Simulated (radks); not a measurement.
Initial-state core-level shifts of the praseodymium ion Pr+ when its valence configuration changes from [Xe] 4f3 6s1. Method: scalar-relativistic Kohn-Sham, PBEsol, spin-polarised, spherical densities, point nucleus; open shells are filled with parallel spins first (spin-orbit coupling, left out, can overturn this in heavy ions); computed with a radial shooting solver on a logarithmic mesh with Libxc functionals. Shifts are changes of the shell-averaged eigenvalues in eV (positive: less bound).

\begin{tabular}{lrrrr}
valence & 1s & 2p & 4s & 4p \\ \hline
4f4 & +5.499 & +5.854 & +6.272 & +6.180 \\
4f2.5 6s1 6p0.5 & -4.540 & -4.803 & -5.044 & -4.966 \\
4f3.5 6s0.5 & +3.268 & +3.477 & +3.708 & +3.651 \\
4f3 6p1 & -1.088 & -1.075 & -1.068 & -1.071 \\
4f2 6s1 6p1 & -9.603 & -10.181 & -10.653 & -10.474 \\
4f3 5d0.5 6s0.5 & +0.895 & +0.930 & +0.905 & +0.911 \\
4f1 6s1 6p2 & -20.880 & -22.217 & -23.037 & -22.599 \\
4f1.5 6s1 6p1.5 & -15.071 & -16.009 & -16.679 & -16.379 \\
4f3 5d1 & +1.755 & +1.822 & +1.776 & +1.787 \\
\end{tabular}
